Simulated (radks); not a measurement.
Results of a calculation; reference values are marked as such.
Valence configurations of Zn IV (all share [Ar]). Code: a radial shooting solver on a logarithmic mesh with Libxc functionals. Model: Dirac Kohn-Sham, PBE, spin-unpolarised, spherical densities, point nucleus; open shells are shared between the two j in proportion to 2j + 1. Energies are relative to 3d9; eigenvalues in eV.

valence	E (eV)	e(3d3/2)	e(3d5/2)	e(4p1/2)	e(4p3/2)	e(4s1/2)
3d9	0.000	-50.950	-50.555	-	-	-
3d8 4p1	27.342	-60.766	-60.341	-29.878	-29.559	-
3d8.5 4p0.5	12.810	-55.773	-55.363	-28.419	-28.121	-
3d8 4s1	17.889	-59.379	-58.955	-	-	-38.352
3d8.5 4s0.5	8.239	-55.063	-54.654	-	-	-36.961
3d7.5 4s0.5 4p1	38.782	-65.244	-64.804	-30.986	-30.647	-40.543
3d7.5 4s1.5	29.039	-63.883	-63.445	-	-	-39.764
3d7 4s1 4p1	51.808	-69.896	-69.441	-32.092	-31.733	-41.926
3d7 4p2	61.918	-71.200	-70.743	-32.748	-32.383	-
3d7.5 4s1 4p0.5	33.900	-64.568	-64.128	-30.638	-30.302	-40.157

NIST lists [Ar] 3d9 as the ground configuration; this level of theory agrees among the configurations tried. The energies are those of spherical spin-averaged densities, not of single terms.
